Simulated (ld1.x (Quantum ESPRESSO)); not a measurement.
manganese (Mn), TM: configuration errors across variants

manganese (Mn), norm-conserving Troullier–Martins (Kleinman–Bylander form), made with ld1.x (Quantum ESPRESSO) 7.5 (LDA (PZ), fully relativistic). Core [Ne] 3s2, reference 3p6 3d5 4s1.5 4p0 (charge +0.5). Waves: 4s (bound): rc 2.20 bohr; 3p (bound): rc 1.05 bohr; 3d (bound): rc 1.30 bohr; 4f channel at 0.3 Ry: rc 1.90 bohr. Local part: the f channel. Core correction: Bessel-smoothed model core, default radius (core density twice the valence density).

Open shells are filled in proportion to 2j + 1 (rel_dist='average').

All-electron excitation energies from the reference (eV): (1) 3p6 3d5 4s2 4p0 -3.465; (2) 3p6 3d5 4s1 4p0 5.189; (3) 3p6 3d5 4s0 4p0 21.065; (4) 3p6 3d4 4s2 4p0 9.982; (5) 3p6 3d5 4s1 4p1 0.459; (6) 3p6 3d5.5 4s1.5 4p0 -3.970; (7) 3p6 3d4 4s2 4p1 4.454.

The default core radius of the base comes out at 0.42 bohr.

4 further variants failed, have other tests or another functional or relativity, and are left out.

A true bound ghost makes a file unfit for plane-wave use even where its test errors are small: the radial tests pick states by their node count and pass the ghost by.

Errors AE − PS in meV (a dash: test not solved or not reliable):

```csv
change,(1),(2),(3),(4),(5),(6),(7),bound ghosts
base,-1.3,-1.9,-23,-105,+47,-10,+5.6,s
local potential the d channel,-0.5,-1.2,-23,-49,-39,-5.2,-106,s
wave 4f channel at 0.3 Ry: rc 1.90 bohr becomes 4f channel at 0.3 Ry: rc 1.22 bohr,-0.7,-1.3,-23,-58,+13,-4.7,-22,s
wave 3d (bound): rc 1.30 bohr becomes 3d (bound): rc 1.06 bohr,-1.3,-2.0,-25,-113,+47,-10,-2.5,s
wave 3p (bound): rc 1.05 bohr becomes 3p (bound): rc 0.88 bohr,-1.3,-1.9,-23,-106,+45,-10,+1.8,s
wave 4s (bound): rc 2.20 bohr becomes 4s (bound): rc 1.62 bohr,-1.5,-1.3,-5.4,-163,+48,-23,-31,s
core correction Bessel-smoothed model core inside 0.70 bohr,-1.2,-1.9,-23,-105,+47,-10,+5.7,s
"all radii but the core radius scaled by about 0.91 (s 2.00, p 0.96, d 1.18, f 1.72 bohr)",-0.9,-1.5,-22,-84,+36,-6.8,-0.6,s
```

Q: Give the same row for: wave 4f channel at 0.3 Ry: rc 1.90 bohr becomes 4f channel at 3.2 Ry: rc 1.90 bohr.

A: -1.0, -1.7, -23, -89, +45, -7.8, +17; bound ghosts: s.
